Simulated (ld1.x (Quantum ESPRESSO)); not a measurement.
## u(r) = r·R(r): atom against pseudo-atom (neon)

Columns: radius, all-electron u(r) and pseudo u(r) of the 2p shell (level -54.82 eV) of neon in the configuration [He] 2s2 2p4; PBE, scalar-relativistic, RRKJ scheme, ld1.x (Quantum ESPRESSO) 7.5.

| r (bohr) | all-electron | pseudo |
| --- | --- | --- |
| 0.068 | 0.1104 | 0.0342 |
| 0.135 | 0.3200 | 0.1305 |
| 0.202 | 0.5361 | 0.2766 |
| 0.270 | 0.7238 | 0.4572 |
| 0.338 | 0.8680 | 0.6484 |
| 0.405 | 0.9678 | 0.8258 |
| 0.473 | 1.0301 | 0.9764 |
| 0.540 | 1.0590 | 1.0834 |
| 0.608 | 1.0620 | 1.1443 |
| 0.675 | 1.0450 | 1.1584 |
| 0.742 | 1.0135 | 1.1335 |
| 0.810 | 0.9711 | 1.0786 |
| 0.878 | 0.9216 | 1.0055 |
| 0.945 | 0.8686 | 0.9262 |
| 1.013 | 0.8128 | 0.8467 |
| 1.080 | 0.7573 | 0.7740 |
| 1.148 | 0.7016 | 0.7078 |
| 1.215 | 0.6482 | 0.6497 |
| 1.283 | 0.5961 | 0.5963 |
| 1.350 | 0.5474 | 0.5474 |
| 1.418 | 0.5007 | 0.5007 |
| 1.485 | 0.4575 | 0.4575 |
| 1.553 | 0.4167 | 0.4167 |
| 1.620 | 0.3794 | 0.3794 |
| 1.688 | 0.3444 | 0.3444 |
| 1.755 | 0.3126 | 0.3126 |

(1) How many radial nodes do the two functions have?

(2) At about which radius was the pseudo-wave matched?

(3) Is the pseudo-wave norm-conserving?

Answers

(1) The all-electron 2p function has n − l − 1 = 0; the pseudo-wave has 0.

(2) 1.35 bohr. The columns agree to 0.0005 from 1.28 bohr on; several derivatives are matched, so the curves merge somewhat inside the radius.

(3) Yes: the RRKJ scheme keeps the norm inside the radius equal to the all-electron one, which fixes the energy derivative of the logarithmic derivative at the level.
